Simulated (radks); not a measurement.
The numbers below are computed, except where a source is named.
Is I- bound? Neutral atom [Kr] 4d10 5s2 5p5, anion [Xe]. Scalar-relativistic spherical Kohn-Sham, a radial shooting solver on a logarithmic mesh with Libxc functionals; with spin, open shells are filled with parallel spins first. "No" means that the self-consistent cycle ended without a solution in which all occupied levels of the anion are bound.

method                  e(HOMO) neutral (eV)  anion bound  e(HOMO) anion (eV)  EA, Delta-SCF (eV)  <r> HOMO anion (bohr)
BLYP, spin-polarised          5p down -6.623           no                   -                   -                      -
PBEsol, spin-polarised        5p down -6.770          yes        5p up -0.069               3.298                   2.70

A bound anion was found by 1 of 2 methods. Tabulated electron affinity: 3.059 eV (CRC Handbook (2014) and Andersen, Phys. Rep. 394, 157 (2004), with later updates, as tabulated in mendeleev).
